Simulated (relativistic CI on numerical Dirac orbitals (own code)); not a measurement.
# Tm62+: sensitivity of the levels to the model

Base calculation: Dirac-Coulomb-Breit CI, KLI orbitals optimised for each configuration, a model potential for QED, unscaled Slater integrals.

Configurations in the expansion (outside the closed core 1s2): 2s2.2p3, 2s.2p4, 2p5, 2p4.3s, 2p4.3p, 2p4.3d, 2s2.2p2.3s, 2s2.2p2.3p, 2s2.2p2.3d, 2s.2p3.3s, 2s.2p3.3p, 2s.2p3.3d, 2s2.2p2.4s, 2s2.2p2.4p, 2s2.2p2.4d, 2s2.2p2.4f, 2s2.2p.3s2, 2s.2p3.4s, 2s.2p3.4p, 2s2.2p.3s.3p, 2s.2p3.4d, 2s.2p3.4f, 2s2.2p2.5s, 2s2.2p.3s.3d, 2s2.2p2.5p, 2s2.2p.3p2, 2s2.2p2.5d, 2s2.2p2.5f, 2s2.2p2.5g, 2s2.2p.3p.3d, 2s.2p2.3s2, 2s2.2p.3d2, 2s.2p2.3s.3p, 2s.2p2.3s.3d, 2s.2p2.3p2, 2s.2p2.3p.3d. Levels of other configurations are missing.

Variants: (1) only the first 3 configurations. Shifts of the energy above 2s2.2p3 2P°_3/2, in eV, for the lowest level and the first level of each name with at least 55 % of one term (blank where a level changes its place among those of its configuration and J or its character, or is not in the variant):

| Level | Base | Δ(1) |
| --- | --- | --- |
| 2s2.2p3 2P°_3/2 | 0.00 | 0.00 |
| 2s2.2p3 4S°_3/2 | 1002.23 | -0.03 |
| 2s2.2p3 2D°_5/2 | 1025.25 | 0.00 |
| 2s2.2p3 2P°_1/2 | 1072.08 | -0.36 |
| 2s.2p4 4P_5/2 | 1313.67 | -0.43 |
| 2s.2p4 2S_1/2 | 1410.79 | -0.30 |
| 2s.2p4 4P_3/2 | 2341.38 | -0.60 |
| 2s.2p4 2D_5/2 | 2381.38 | -0.33 |
| 2s.2p4 2P_1/2 | 2439.24 | -0.13 |
| 2p5 2P°_3/2 | 2792.80 | +0.35 |
| 2p5 2P°_1/2 | 3822.88 | +0.33 |
| 2s2.2p2.3s 4P_3/2 | 8651.43 |  |
| 2s2.2p2.3s 2P_1/2 | 8661.14 |  |
| 2s2.2p2.3s 2D_5/2 | 8670.96 |  |

At this charge energies of transitions that change n are usually good to better than 1 %, and those within a shell (Δn = 0) to a few per cent.

Ionisation energy from the two ground configurations alone: base 14298 eV. The NIST ASD value (theoretical) is 14300 eV.

LS names give the leading component of a level, which can be under half, so a name can repeat, a term be missing and a line seem to break the LS rules.
